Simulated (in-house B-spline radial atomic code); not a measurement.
**PBE0 excitations of the sulfur ion S⁶⁺**

Method: PBE0. Computed with an all-electron radial atomic-structure program (B-spline basis): linear response of the closed shell [He] 2s2 2p6 with the functional's adiabatic kernel; non-relativistic, point nucleus, no spin-orbit coupling, no double excitations, S, P, D and F terms only. Only terms of natural parity with L up to 3 were computed.

Command:
```bash
python run_td.py task.json out
```
Settings (radii: box in bohr, nucleus in fm):
```
Z                        16
electrons                10
configuration            [He] 2s2 2p6
hamiltonian              nr
method                   pbe0
box_radius               14.35
intervals                50
```

Run time, properties included: 0.3 s on 1 thread of Arm Neoverse N1, with other jobs on the host.

The lowest states, in the order of their Tamm-Dancoff energies; the method's threshold (minus the highest occupied level) is 264.57 eV. Labels give the largest channel, * marks a mixed state, and oscillator strengths are full-response dipole values. Semilocal kernels can invert the small singlet-triplet splittings of Rydberg terms. Energies in eV:

```csv
state,full response,Tamm-Dancoff,oscillator strength
2p → 3s 3P,165.26,165.27,-
2p → 3s 1P,166.64,166.67,0.209
2p → 3p 3S,176.98,177.03,-
2p → 3p 3D,178.38,178.40,-
2p → 3p 1D,179.47,179.47,-
2p → 3p 1S,186.63,187.19,-
2p → 3d 3P,?,?,-
2p → 3d 3F,196.40,196.42,-
2p → 3d 1F,197.17,197.17,-
2p → 3d 1P,?,?,?
```

Q: Where does 2p → 3d 1P lie?

A: At 200.07 eV in full response, 200.20 eV in Tamm-Dancoff, oscillator strength 1.44.

Q: Where does 2p → 3d 3P lie?

A: At 196.02 eV in full response, 196.03 eV in Tamm-Dancoff.

Q: How large is the singlet-triplet splitting of 2p → 3s (P terms) in Tamm-Dancoff?

A: 1.39 eV, from the unrounded values.

Q: What polarisabilities and dispersion coefficient does the method give?

A: Dipole 0.07426 bohr³, quadrupole 0.03144 bohr⁵, C6 0.0378 hartree·bohr⁶ for two such species.
